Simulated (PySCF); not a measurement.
Compound: 2,4,4-trimethyl-1-hexene, C9H18.
Bonds: C1–C2 (double), C2–C3, C2–C4, C4–C5, C5–C6, C5–C7, C5–C8, C8–C9. Hydrogens: H10, H11 on C1; H12, H13, H14 on C3; H15, H16 on C4; H17, H18, H19 on C6; H20, H21, H22 on C7; H23, H24 on C8; H25, H26, H27 on C9.

Method used: PySCF 2.14.0, PBE0-D3(BJ)/def2-SVP geometry optimisation, gas phase.

(1) List the bond lengths, angles and torsions at this level.

## Answers

(1) 
| bond | length (pm) |
| --- | --- |
| C1=C2 | 133.9 |
| C2–C3 | 150.1 |
| C2–C4 | 151.1 |
| C4–C5 | 155.2 |
| C5–C6, C5–C7 | 153.0 |
| C5–C8 | 154.0 |
| C8–C9 | 152.2 |
| C1–H10 | 109.4 |
| C1–H11 | 109.3 |
| C3–H12, C3–H13, C3–H14 | 110.1 |
| C4–H15, C4–H16 | 110.3 |
| C6–H17 and 5 like bonds | 110.1 |
| C8–H23, C8–H24 | 110.4 |
| C9–H25, C9–H26, C9–H27 | 110.1 |

Bonds in one row agree within 1 pm and their mean is given. A selection of angles:
| angle | degrees |
| --- | --- |
| C1–C2–C3 | 121.2 |
| C1–C2–C4 | 121.7 |
| C3–C2–C4 | 117.0 |
| C2–C4–C5 | 117.6 |
| C4–C5–C6 | 110.0 |
| C4–C5–C7 | 106.9 |
| C4–C5–C8 | 109.9 |
| C6–C5–C7 | 109.2 |
| C6–C5–C8 | 110.3 |
| C7–C5–C8 | 110.6 |
| C5–C8–C9 | 116.6 |

Dihedral angles: C1–C2–C4–C5 -86° (synclinal); C2–C4–C5–C6 66° (synclinal); C4–C5–C8–C9 -175° (antiperiplanar). The mirror-image conformer, all signs reversed, is as good.

Of the pairs four or more bonds apart, C2···H24 is among the closest relative to their van der Waals radii: 2.71 Å, 93 % of the sum of Bondi's values. The 8 C–C bonds span 1.339 Å (C1=C2, drawn double) to 1.552 Å (C4–C5, drawn single), a spread of 0.213 Å.

Point group: C1 (no symmetry element, even within 0.4 Å). No PBE0-D3(BJ)/def2-SVP frequencies stand behind this structure, so it isn't proved a minimum. One conformer, not necessarily the lowest.
